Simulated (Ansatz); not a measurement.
Basis sets compared for TaO₂. Charge 0, multiplicity 2. Geometry PBE0-D4/def2-TZVP. Ansatz on 4 threads of Arm Neoverse V1 on a shared host; times are rough, and most runs start from earlier orbitals.

```tsv
atom	x (Å)	y (Å)	z (Å)
Ta1	-0.2833	-0.4770	0.4173
O2	-0.9069	0.1021	-1.0764
O3	1.1902	0.3749	0.6591
```

In the def2 sets Ta takes a core potential; there is no spin–orbit coupling. The structure comes from a short search, and lower isomers may exist.

Binding counts from free atoms (Ta quartet, O triplet) in the same basis, without a counterpoise term.

| level | functions | energy (Eh) | HOMO (eV) | LUMO (eV) | binding per atom (eV) | wall time |
| --- | --- | --- | --- | --- | --- | --- |
| PBE-D4/def2-SVP | 60 | -207.2832 | -5.55 | -4.17 | 5.46 | 0.7 s |
| PBE-D4/def2-TZVP | 102 | -207.4753 | -5.63 | -4.24 | 5.43 | 0.95 s |
| r2SCAN-D4/def2-TZVP (with forces) | 102 | -207.5405 | -6.02 | -3.70 | 5.12 | 2.5 s |
| PBE0-D4/def2-SVP | 60 | -207.2061 | -6.58 | -3.39 | 4.89 | 0.9 s |
| PBE0-D4/def2-TZVP | 102 | -207.4015 | -6.66 | -3.46 | 4.91 | 1.9 s |

Q: Estimate the rows for PBE-D4/def2-TZVPD, r2SCAN-D4/def2-TZVPD, PBE0-D4/def2-TZVPD.

A: 
```json
{"level": "PBE-D4/def2-TZVPD", "functions": "123", "energy (Eh)": "-207.4771", "HOMO (eV)": "-5.66", "LUMO (eV)": "-4.27", "binding per atom (eV)": "5.43", "wall time": "1.4 s"}
{"level": "r2SCAN-D4/def2-TZVPD", "functions": "123", "energy (Eh)": "-207.5420", "HOMO (eV)": "-6.03", "LUMO (eV)": "-3.73", "binding per atom (eV)": "5.12", "wall time": "2.7 s"}
{"level": "PBE0-D4/def2-TZVPD", "functions": "123", "energy (Eh)": "-207.4031", "HOMO (eV)": "-6.68", "LUMO (eV)": "-3.47", "binding per atom (eV)": "4.92", "wall time": "1.4 s"}
```
